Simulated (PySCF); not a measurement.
C3H3 (SMILES [C-]#CC), charge -1, singlet, geometry from GFN2-xTB (in this run its highest filled SCF level lies above zero, so its values depend strongly on the basis, on diffuse functions most of all). Base run: PySCF with B3LYP/6-31G.

Geometry (Å):
```xyz
6

C      0.0018    -0.0008     0.3481
C      0.0081    -0.0038     1.5765
C     -0.0059     0.0027    -1.1433
H      0.0396     1.0285    -1.5603
H      0.8556    -0.5499    -1.5682
H     -0.9193    -0.4674    -1.5589
```
Charge -1, spin multiplicity 1.
All else is at PySCF's defaults.
Base energy -115.97434 Eh.

The base run was repeated with changes; each row names its change, and settings that it needs were set with it.

```
change                                                                            ΔE vs base (µEh)  SCF cycles        outcome
--------------------------------------------------------------------------------  ----------------  ----------  -------------
base                                                                                           0.0           9      converged
diis = off; damp = 0.6 (with mf.diis_start_cycle = 200; with mf.max_cycle = 150)               0.0          18      converged
conv_tol = 1e-4                                                                                5.5           6      converged
diis_space = 2                                                                                 0.0          19      converged
conv_tol = 1e-11                                                                               0.0          10      converged
init_guess = atom                                                                              0.0           9      converged
conv_tol = 1e-12                                                                               0.0          10      converged
diis_space = 20                                                                                0.0           9      converged
diis = off; damp = 0.3 (with mf.diis_start_cycle = 200; with mf.max_cycle = 150)                 -         150  not converged
conv_tol = 1e-6                                                                                0.0           8      converged
level_shift = 1.0 (with mf.max_cycle = 100)                                                    0.0          34      converged
conv_tol_grad = 1e-3                                                                           0.0           9      converged
DIIS = ADIIS                                                                                   0.0          19      converged
```
